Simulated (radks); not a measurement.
All-electron atom: neutral nitrogen in [He] 2s2 2p3. All-electron calculation, scalar-relativistic Kohn-Sham, B86b exchange with PBE correlation, spin-polarised, spherical densities, point nucleus; open shells are filled with parallel spins first. Program: a radial shooting solver on a logarithmic mesh with Libxc functionals.

Radial electron density D(r) = 4 pi r^2 rho(r):

| r (bohr) | D(r) (e/bohr) | spin D(r) |
|---|---|---|
| 0.008018 | 0.1509 | -0.0000105 |
| 0.008897 | 0.1834 | -0.0000124 |
| 0.009951 | 0.2260 | -0.0000146 |
| 0.01104 | 0.2740 | -0.0000169 |
| 0.01235 | 0.3364 | -0.0000192 |
| 0.0137 | 0.4063 | -0.0000211 |
| 0.01533 | 0.4967 | -0.0000223 |
| 0.01701 | 0.5971 | -0.0000220 |
| 0.01902 | 0.7260 | -0.0000186 |
| 0.02111 | 0.8679 | -0.0000109 |
| 0.02361 | 1.048 | 0.00000566 |
| 0.0262 | 1.244 | 0.0000331 |
| 0.0293 | 1.490 | 0.0000832 |
| 0.03252 | 1.753 | 0.000159 |
| 0.03637 | 2.078 | 0.000288 |
| 0.04036 | 2.419 | 0.000475 |
| 0.04514 | 2.830 | 0.000785 |
| 0.05008 | 3.252 | 0.00122 |
| 0.05602 | 3.744 | 0.00192 |
| 0.06216 | 4.232 | 0.00289 |
| 0.06953 | 4.779 | 0.00442 |
| 0.07777 | 5.333 | 0.00669 |
| 0.08629 | 5.836 | 0.00972 |
| 0.09652 | 6.340 | 0.0144 |
| 0.1071 | 6.750 | 0.0205 |
| 0.1198 | 7.097 | 0.0298 |
| 0.1329 | 7.306 | 0.0418 |
| 0.1487 | 7.382 | 0.0595 |
| 0.165 | 7.296 | 0.0818 |
| 0.1845 | 7.027 | 0.114 |
| 0.2047 | 6.619 | 0.153 |
| 0.229 | 6.033 | 0.208 |
| 0.2541 | 5.388 | 0.273 |
| 0.2842 | 4.641 | 0.360 |
| 0.3154 | 3.958 | 0.460 |
| 0.3527 | 3.300 | 0.588 |
| 0.3914 | 2.815 | 0.726 |
| 0.4378 | 2.469 | 0.896 |
| 0.4858 | 2.328 | 1.07 |
| 0.5433 | 2.360 | 1.27 |
| 0.6029 | 2.529 | 1.46 |
| 0.6743 | 2.801 | 1.65 |
| 0.7542 | 3.096 | 1.80 |
| 0.8369 | 3.326 | 1.90 |
| 0.9361 | 3.468 | 1.95 |
| 1.039 | 3.470 | 1.93 |
| 1.162 | 3.319 | 1.83 |
| 1.289 | 3.049 | 1.69 |
| 1.442 | 2.652 | 1.49 |
| 1.6 | 2.227 | 1.27 |
| 1.79 | 1.754 | 1.02 |
| 1.986 | 1.339 | 0.800 |
| 2.221 | 0.9491 | 0.587 |
| 2.464 | 0.6553 | 0.420 |
| 2.756 | 0.4155 | 0.279 |
| 3.059 | 0.2577 | 0.181 |
| 3.421 | 0.1449 | 0.107 |
| 3.796 | 0.07982 | 0.0620 |
| 4.246 | 0.03908 | 0.0319 |
| 4.711 | 0.01870 | 0.0159 |
| 5.27 | 0.007727 | 0.00686 |
| 5.847 | 0.003099 | 0.00284 |
| 6.54 | 0.001036 | 0.000976 |

D(r) has 2 maxima, at r = 0.147, 0.990 bohr, and minima at 0.502 bohr, inside which lie 2.17 electrons.
